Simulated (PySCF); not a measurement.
**Si4H9O2F**

The system: Si4H9O2F, a molecule; neutral, singlet. The structure, one conformer, was relaxed in the gas phase by PBE0-D3(BJ)/def2-SVP. No frequency run checks that it is a minimum.

SMILES: F[Si]([SiH3])(O[SiH3])O[SiH3]

| atom | x (Å) | y (Å) | z (Å) |
| --- | --- | --- | --- |
| Si1 | 0.416 | 0.794 | 0.194 |
| Si2 | 0.658 | 1.674 | 2.330 |
| O3 | -1.160 | 0.473 | -0.127 |
| Si4 | -2.334 | -0.057 | -1.181 |
| O5 | 1.325 | -0.562 | 0.023 |
| Si6 | 1.484 | -1.966 | -0.862 |
| F7 | 0.928 | 1.864 | -0.912 |
| H8 | 2.096 | 1.977 | 2.594 |
| H9 | -0.145 | 2.927 | 2.456 |
| H10 | 0.171 | 0.674 | 3.328 |
| H11 | -1.965 | -1.410 | -1.697 |
| H12 | -3.621 | -0.138 | -0.438 |
| H13 | -2.464 | 0.890 | -2.326 |
| H14 | 1.145 | -1.714 | -2.294 |
| H15 | 0.563 | -3.006 | -0.317 |
| H16 | 2.893 | -2.431 | -0.748 |

Shieldings: GIAO PBE0/pcSseg-1. Shifts are against computed references at the same level: H TMS (σ 31.27 ppm), Si TMS (σ 352.0 ppm). Core levels by delta-SCF with SCAN, pcX-2 on the ionised atom and pcseg-1 elsewhere, spin-free X2C (2p3/2 is the spin-free 2p value less a third of a first-order spin-orbit splitting); from the vacuum level, for chosen atoms.

(1) Give the NMR and core-level values of the distinct atoms.

(2) Which of Si1, Si2 holds its core electrons tightest, and by how much against the loosest?

(3) By CAM-B3LYP/def2-SVPD (TDDFT singlets, Tamm-Dancoff triplets, ionisation by delta-SCF), where does absorption start, and what does vertical ionisation take?

Results:

(1) 
| atoms | bonded to | σ (ppm) | δ (ppm) | core level (eV) |
| --- | --- | --- | --- | --- |
| Si1 | 1 F + 2 O + 1 Si | 398.9 | -46.9 | 2p3/2 108.37 |
| Si2 | 1 Si + 3 H | 466.1 | -114.1 | 2p3/2 106.82 |
| O3 | 2 Si | 270.3 | - | 1s 538.13 |
| Si4 | 1 O + 3 H | 390.1 | -38.1 | - |
| O5 | 2 Si | 267.9 | - | 1s 538.09 |
| Si6 | 1 O + 3 H | 389.0 | -37.1 | - |
| F7 | 1 Si | 289.9 | - | 1s 692.07 |
| H8 H9 H10 | 1 Si | 27.98 | 3.29 | - |
| H11 H12 H13 | 1 Si | 26.11 | 5.15 | - |
| H14 H15 H16 | 1 Si | 26.16 | 5.11 | - |

Values are those of this one static structure, with the three H of a rotating XH3 group averaged; atoms that internal rotation interchanges would show their mean in an NMR spectrum.

(2) Si1 (bonded to 1 F + 2 O + 1 Si), by 1.54 eV over Si2 (bonded to 1 Si + 3 H).

(3) The lowest singlet lies at 7.61 eV (f 0.032), the strongest of the first 6 at 7.74 eV (f 0.053), the lowest triplet at 6.80 eV; vertical ionisation takes 10.72 eV.

The 3 runs behind this took 14 min in all, one thread each of Arm Neoverse N1 on a shared host, launched as `OMP_NUM_THREADS=1 python cluster_run.py task.json out`.
